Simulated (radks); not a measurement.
Problem. Excited configurations of Pb I: one electron is placed in a higher orbital outside [Hg] 6p1. The ground configuration is [Hg] 6p2. All-electron calculation, Dirac Kohn-Sham, PBEsol, spin-unpolarised, spherical densities, finite nucleus; open shells fill j = l - 1/2 first; Fermi nuclear charge, rms radius 5.5012 fm. Program: a radial shooting solver on a logarithmic mesh with Libxc functionals. Excitation = E - E(ground); binding = E(ion) - E, where the ion is the core of charge +1; n* = 1/sqrt(2 binding) in atomic units, and the quantum defect is n - n*.

| outer orbital | excitation (eV) | binding (eV) | n* | quantum defect | eigenvalue (eV) | <r> (bohr) |
|---|---|---|---|---|---|---|
| 5f5/2 | 6.495 | 0.904 | 3.879 | 1.121 | -0.427 | 17.39 |
| 6d3/2 | 5.718 | 1.681 | 2.845 | 3.155 | -0.696 | 9.322 |
| 7p1/2 | 5.297 | 2.102 | 2.544 | 4.456 | -1.154 | 9.286 |
| 7d3/2 | 6.330 | 1.069 | 3.567 | 3.433 | -0.581 | 17.72 |

Estimate the row for 6f5/2.

Solution. excitation (eV) 6.775; binding (eV) 0.625; n* 4.666; quantum defect 1.334; eigenvalue (eV) -0.360; <r> (bohr) 29.45. The Delta-SCF ionisation energy is 7.399 eV (NIST Atomic Spectra Database: 7.417 eV, measured). Self-interaction in the functional shifts the binding energies and quantum defects, so they are the method's values and not measured ones. Spin polarisation and multiplet splitting are left out, so open shells lie too high by an amount that depends on their filling.

Beside tabulated values, note that spin-unpolarised runs miss the spin-polarisation part of the exchange energy of open shells.
